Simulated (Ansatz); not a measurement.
Molecule: C6H11 (charge 0, doublet). It need not be the lowest isomer of its formula. 
Structure (B3LYP-D3(BJ)/def2-TZVP (Ansatz, a program for electronic structure) minimum search):
SMILES: C1[CH]CC[C@@H]1C
```xyz
17

C     -1.6640    -0.2173    -0.1520
C     -1.2733     0.8859     0.7768
C      0.2428     1.0269     0.5490
C      0.7054    -0.3829     0.1458
C      2.0622    -0.4294    -0.5399
C     -0.4662    -0.9065    -0.7127
H     -2.6856    -0.4805    -0.3874
H     -1.4804     0.6172     1.8242
H     -1.8199     1.8172     0.5967
H      0.7763     1.4120     1.4193
H      0.4281     1.7157    -0.2814
H      0.7483    -0.9939     1.0547
H      2.8502    -0.0429     0.1103
H      2.0544     0.1750    -1.4511
H      2.3326    -1.4502    -0.8193
H     -0.3026    -0.6320    -1.7680
H     -0.5432    -1.9988    -0.6992
```
Charge 0, spin multiplicity 2.

Wanted: atomisation energy (electronic, to ground-state atoms); the coupled-cluster value holds the core correlation from cc-pwCVTZ, in kcal/mol. Correlated levels leave the core frozen unless marked. UHF or UKS for open shells. No spin-orbit coupling. Non-relativistic. CBS marks a two-point X^-3 extrapolation of the correlation energy; Hartree-Fock from the larger set. [CCSD(T)-MP2]/basis is that difference in the basis named.

Level to compare with: RI-MP2/CBS(cc-pVTZ,cc-pVQZ)+[CCSD(T)-MP2]/cc-pVTZ plus the core term (Ansatz), 1661.4 kcal/mol. It is a level with limits of its own, and the differences hold the functionals' basis error too.

Task: Rank these functionals by how close they come to RI-MP2/CBS(cc-pVTZ,cc-pVQZ)+[CCSD(T)-MP2]/cc-pVTZ, closest first: PBE/def2-TZVPD (Ansatz); HSE06/def2-TZVPD (Ansatz); wB97X-V/def2-TZVPD (Ansatz).

Result: wB97X-V/def2-TZVPD (range-separated hybrid with VV10, 1658.5 kcal/mol, difference -2.9), HSE06/def2-TZVPD (screened hybrid, 1669.7 kcal/mol, difference 8.3), PBE/def2-TZVPD (GGA, 1683.9 kcal/mol, difference 22.5)
